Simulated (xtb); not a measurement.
xtb input (GFN1-xTB):

```bash
xtb mol.xyz --gfn 1 --sp --chrg -1 --uhf 0
```
mol.xyz:
```
13

C     -0.94484645     1.46338688    -0.75687819
Si    -0.07326090     0.13989114    -0.02198886
C      1.60046160    -0.22417886    -0.85551338
C     -1.07124144    -1.48108941     0.04952356
F      0.44154816     0.19926901     1.58021051
H     -2.00289937     1.62209649    -0.55432381
H     -0.42813579     2.36294865    -1.08777352
H      2.20892137    -0.91794651    -0.26630253
H      1.45737336    -0.64772011    -1.85278815
H      2.16989651     0.70356505    -0.97051552
H     -1.20756575    -1.90144855    -0.95004249
H     -2.06586564    -1.28916171     0.46434499
H     -0.58624778    -2.23294205     0.68055843
```

End of the output:

```
         :::::::::::::::::::::::::::::::::::::::::::::::::::::
         ::                     SUMMARY                     ::
         :::::::::::::::::::::::::::::::::::::::::::::::::::::
         :: total energy             -17.907720466691 Eh    ::
         :: gradient norm              0.022602703351 Eh/a0 ::
         :: HOMO-LUMO gap              5.025757760880 eV    ::
         ::.................................................::
         :: SCC energy               -18.091779351269 Eh    ::
         :: -> electrostatic           0.135642259209 Eh    ::
         :: repulsion energy           0.188349337016 Eh    ::
         :: dispersion energy         -0.004290452439 Eh    ::
         :: halogen bond corr.         0.000000000000 Eh    ::
         :: add. restraining           0.000000000000 Eh    ::
         :: total charge              -1.000000000000 e     ::
         :::::::::::::::::::::::::::::::::::::::::::::::::::::

           -------------------------------------------------
          |                Property Printout                |
           -------------------------------------------------

    * Orbital Energies and Occupations

         #    Occupation            Energy/Eh            Energy/eV
      -------------------------------------------------------------
         1        2.0000           -0.6019022             -16.3786
       ...           ...                  ...                  ...
         4        2.0000           -0.3762349             -10.2379
         5        2.0000           -0.3438873              -9.3577
         6        2.0000           -0.3321541              -9.0384
         7        2.0000           -0.3301371              -8.9835
         8        2.0000           -0.3288270              -8.9478
         9        2.0000           -0.3232600              -8.7964
        10        2.0000           -0.3138350              -8.5399
        11        2.0000           -0.3109291              -8.4608
        12        2.0000           -0.2931216              -7.9762
        13        2.0000           -0.2798227              -7.6144
        14        2.0000           -0.2349196              -6.3925
        15        2.0000           -0.2253113              -6.1310
        16        2.0000           -0.1427714              -3.8850 (HOMO)
        17                          0.0419218               1.1408 (LUMO)
Note: The following floating-point exceptions are signalling: IEEE_DENORMAL
normal termination of xtb
        18                          0.0437499               1.1905
        19                          0.0713603               1.9418
        20                          0.0897664               2.4427
        21                          0.0988646               2.6902
        22                          0.1202300               3.2716
        23                          0.1206719               3.2837
        24                          0.1470692               4.0020
        25                          0.1478653               4.0236
        26                          0.1819989               4.9524
        27                          0.2192251               5.9654
       ...                                ...                  ...
        41                          1.4075501              38.3014
      -------------------------------------------------------------
                  HL-Gap            0.1846932 Eh            5.0258 eV
             Fermi-level           -0.0504248 Eh           -1.3721 eV

  Mulliken/CM5 charges         n(s)   n(p)   n(d)
     1C    -0.46814 -0.51553   0.988  3.480  0.000
     2Si    0.19733  0.01280   1.124  1.812  0.867
     3C    -0.17702 -0.28581   0.996  3.181  0.000
     4C    -0.17702 -0.28581   0.996  3.181  0.000
     5F    -0.34835 -0.33366   1.790  5.558  0.000
     6H    -0.00575  0.04911   1.006  0.000  0.000
     7H    -0.00575  0.04911   1.006  0.000  0.000
     8H    -0.00261  0.05152   1.003  0.000  0.000
     9H    -0.00818  0.04596   1.008  0.000  0.000
    10H     0.00314  0.05741   0.997  0.000  0.000
    11H    -0.00818  0.04596   1.008  0.000  0.000
    12H     0.00314  0.05741   0.997  0.000  0.000
    13H    -0.00261  0.05152   1.003  0.000  0.000

Wiberg/Mayer (AO) data.
largest (>0.10) Wiberg bond orders for each atom

 ---------------------------------------------------------------------------
     #   Z sym  total        # sym  WBO       # sym  WBO       # sym  WBO
 ---------------------------------------------------------------------------
     1   6 C    3.699 --     2 Si   1.697     6 H    0.945     7 H    0.945
     2  14 Si   4.915 --     1 C    1.697     5 F    1.045     3 C    0.955
                             4 C    0.955
     3   6 C    3.922 --     9 H    0.969     8 H    0.967    10 H    0.963
                             2 Si   0.955
     4   6 C    3.922 --    11 H    0.969    13 H    0.967    12 H    0.963
                             2 Si   0.955
     5   9 F    1.131 --     2 Si   1.045
     6   1 H    1.004 --     1 C    0.945
     7   1 H    1.004 --     1 C    0.945
     8   1 H    1.008 --     3 C    0.967
     9   1 H    1.010 --     3 C    0.969
    10   1 H    1.007 --     3 C    0.963
    11   1 H    1.010 --     4 C    0.969
    12   1 H    1.007 --     4 C    0.963
    13   1 H    1.008 --     4 C    0.967
 ---------------------------------------------------------------------------

Topologies differ in total number of bonds
Writing topology from bond orders to xtbtopo.mol

 dipole moment from electron density (au)
     X       Y       Z
   0.6537  -1.2755   0.1585  total (Debye):    3.665

           -------------------------------------------------
          | TOTAL ENERGY              -17.907720466691 Eh   |
          | GRADIENT NORM               0.022602703351 Eh/α |
          | HOMO-LUMO GAP               5.025757760880 eV   |
           -------------------------------------------------

------------------------------------------------------------------------
------------------------------------------------------------------------
 total:
 SCF:
```

It need not be the lowest isomer of its formula. Whether it binds its extra electron was not tested at this geometry.
